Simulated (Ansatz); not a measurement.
Mulliken charges of AlClH5NOSi, SMILES `[NH2][Al]([OH])[SiH2]Cl` from B3LYP/def2-TZVPP in Ansatz (PBE0-D4/def2-TZVP geometry).

```json
{"atom": "N1", "x (Å)": "-1.475", "y (Å)": "-1.042", "z (Å)": "-0.540", "charge (e)": "-0.405"}
{"atom": "Al2", "x (Å)": "0.052", "y (Å)": "-0.653", "z (Å)": "0.251", "charge (e)": "0.557"}
{"atom": "O3", "x (Å)": "0.951", "y (Å)": "-1.750", "z (Å)": "1.176", "charge (e)": "-0.414"}
{"atom": "Si4", "x (Å)": "0.922", "y (Å)": "1.613", "z (Å)": "-0.003", "charge (e)": "0.236"}
{"atom": "Cl5", "x (Å)": "-0.422", "y (Å)": "2.647", "z (Å)": "-1.213", "charge (e)": "-0.281"}
{"atom": "H6", "x (Å)": "-1.964", "y (Å)": "-1.922", "z (Å)": "-0.531", "charge (e)": "0.121"}
{"atom": "H7", "x (Å)": "-1.984", "y (Å)": "-0.364", "z (Å)": "-1.086", "charge (e)": "0.141"}
{"atom": "H8", "x (Å)": "0.727", "y (Å)": "-2.662", "z (Å)": "1.355", "charge (e)": "0.166"}
{"atom": "H9", "x (Å)": "1.027", "y (Å)": "2.383", "z (Å)": "1.266", "charge (e)": "-0.061"}
{"atom": "H10", "x (Å)": "2.248", "y (Å)": "1.698", "z (Å)": "-0.673", "charge (e)": "-0.061"}
```

**Question.** By hand: the dipole of these point charges (1 e Å = 4.8032 D).

**Answer.** Σ q r = (-0.028, -0.555, 0.183) e Å, of length 0.585 e Å = 2.81 D.

**Question.** How does the dipole of the full density compare? (Estimate.)

**Answer.** The calculation gave: (-0.211, -0.545, 0.064) e Å, 2.82 D; the point charges give 1.00 times that, at 21° from its direction.

Point charges leave out the atoms' own dipoles, such as those of lone pairs, and Mulliken's split depends on the basis, so the two needn't agree.

B3LYP here is the variant with VWN-RPA as its local correlation; programs differ in this.
